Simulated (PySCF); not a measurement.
**C₆ coefficients of unlike pairs at PBE0**

Calculated with PySCF 2.14 from the dipole response of each species, C₆(A,B) = (3/π) ∫ α_A(iu) α_B(iu) du, in atomic units, from isotropic polarisabilities. For ions this is the dispersion term alone; charge-induced terms of lower order in 1/R come first.

```json
{"species": "Cl³⁺", "configuration": "[Ne] 3s2 3p2 (3P)", "basis": "x2c-TZVPPall with one added diffuse shell each of s, p, d type (6s6p4d1f)", "relativity": "spin-free X2C", "α (bohr³)": "4.343", "C₆ (like pair)": "11.78"}
{"species": "N³⁺", "configuration": "[He] 2s2 (1S)", "basis": "x2c-TZVPPall with one added diffuse shell each of s, p, d type (6s4p3d1f)", "relativity": "spin-free X2C", "α (bohr³)": "2.120", "C₆ (like pair)": "2.096"}
{"species": "Ba²⁺", "configuration": "[Xe] (1S)", "basis": "def2-QZVPPD with the def2 core potential (46 electrons) (7s5p3d2f1g)", "relativity": "core potential", "α (bohr³)": "10.42", "C₆ (like pair)": "73.71"}
{"species": "I²⁺", "configuration": "[Kr] 4d10 5s2 5p3 (4S)", "basis": "aug-cc-pwCVTZ-DK3 with one added diffuse shell each of s, p, d, f type (11s10p8d5f1g)", "relativity": "spin-free X2C", "α (bohr³)": "13.73", "C₆ (like pair)": "96.18"}
```

(1) Estimate C₆ for I²⁺ with N³⁺.

No spin-orbit coupling is included.

The other pairs:

```tsv
pair	C₆
I²⁺, Ba²⁺	83.55
N³⁺, Cl³⁺	4.927
I²⁺, Cl³⁺	33.53
Ba²⁺, N³⁺	12.27
Ba²⁺, Cl³⁺	29.43
```

Results:

(1) The integral gives 14.17. The combination rule 2 C_A C_B / (C_A α_B/α_A + C_B α_A/α_B) gives 14.18 and the geometric mean 14.20.
